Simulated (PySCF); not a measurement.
Compound: C7H8.
SMILES: `C#CC#CCCC`

Closed-shell single points with PySCF (density fitting; grid level 2 and gas phase unless stated) on one GFN2-xTB geometry.

Task: Rank these settings by the HOMO–LUMO gap, lowest first.
A. PBE0/def2-SVPD
B. OPBE/IGLO-II, energy threshold 1e-06 Eh
C. PBE/MINI, start guess atom

Result: B (4.75 eV), C (4.92 eV), A (6.67 eV).

Task: Rank these settings by the HOMO energy, lowest first.
A. OPBE/IGLO-II, energy threshold 1e-06 Eh
B. PBE0/def2-SVPD
C. PBE/MINI, start guess atom

Result: C (-8.66 eV), B (-7.14 eV), A (-5.99 eV).

All figures of these runs:

```json
{"settings": "PBE0/def2-SVPD", "basis functions": "204", "SCF cycles": "14", "E (Eh)": "-270.9094", "HOMO (eV)": "-7.14", "LUMO (eV)": "-0.47", "dipole (D)": "1.37"}
{"settings": "PBE/MINI, start guess atom", "basis functions": "43", "SCF cycles": "10", "E (Eh)": "-268.7985", "HOMO (eV)": "-8.66", "LUMO (eV)": "-3.74", "dipole (D)": "1.31"}
{"settings": "OPBE/IGLO-II, energy threshold 1e-06 Eh", "basis functions": "202", "SCF cycles": "9", "E (Eh)": "-271.3790", "HOMO (eV)": "-5.99", "LUMO (eV)": "-1.24", "dipole (D)": "1.50"}
```

Cycle counts include a coarse-grid stage where the run had one.

The values belong to the conformer `[CH:1]#[C:2][C:3]#[C:4][CH2:5][CH2:6][CH3:7]`: C4–C5–C6–C7 -66°.
